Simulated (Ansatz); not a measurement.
CH₈B₂Si₂, relaxed with RKS PBE-D4/def2-SVP in Ansatz from a rough embedded geometry. The force threshold is 0.03 eV/Å; the program also tests the step.

Charge 0, multiplicity 1. The bonds changed during the relaxation, so this is another structure than the one it started from.

Start:

```xyz
13

B    -0.093    0.388    2.257
C     0.819    0.304    1.011
Si   -0.224    0.595   -0.479
B     0.568   -0.049   -2.209
Si   -0.950   -1.092   -1.437
H    -0.181   -0.598    3.025
H    -0.685    1.357    2.589
H     1.253   -0.689    0.917
H     1.595    1.124    1.099
H    -0.931    1.929   -0.659
H     1.484    0.054   -2.983
H    -0.548   -2.353   -0.872
H    -2.106   -0.970   -2.256
```

```tsv
step	energy (eV)	largest force (eV/Å)	largest move (Å)
1	-18252.3981	4.050	0.000
2	-18253.1622	0.762	0.195
3	-18253.2680	0.436	0.200
4	-18253.2944	0.569	0.200
5	-18253.3311	0.445	0.067
6	-18253.3536	0.227	0.200
7	-18253.3990	0.227	0.200
8	-18253.4672	0.472	0.197
9	-18253.5613	0.711	0.195
10	-18253.6847	0.659	0.195
11	-18253.7887	1.581	0.191
12	-18253.9160	0.618	0.195
13	-18253.9846	0.300	0.200
14	-18254.0348	0.454	0.195
15	-18254.0627	0.192	0.129
16	-18254.0824	0.187	0.128
17	-18254.1002	0.291	0.197
18	-18254.1251	0.291	0.194
19	-18254.1605	0.485	0.191
20	-18254.2483	0.568	0.198
21	-18254.4062	0.724	0.196
22	-18254.5797	0.744	0.195
23	-18254.7619	0.661	0.195
24	-18254.9269	0.518	0.195
25	-18255.0478	0.536	0.200
26	-18255.0694	0.267	0.086
27	-18255.0784	0.078	0.027
28	-18255.0795	0.041	0.020
29	-18255.0797	0.012	0.014
```

End:

```xyz
13

B    -0.479    0.283    0.534
C     1.025    0.344    1.181
Si    1.258    1.143   -0.499
B    -0.230    0.350   -1.394
Si   -0.701   -1.443   -0.790
H    -0.921   -0.972    0.809
H    -1.409    0.942    0.954
H     1.502   -0.642    1.329
H     1.182    0.991    2.062
H     1.460    2.645   -0.470
H    -0.879    0.882   -2.269
H     0.268   -2.531   -0.422
H    -2.077   -1.992   -1.024
```

It took 36 s on 4 threads of an AMD EPYC 7B13 on a shared host, with 0.19 GiB of host memory at the peak.
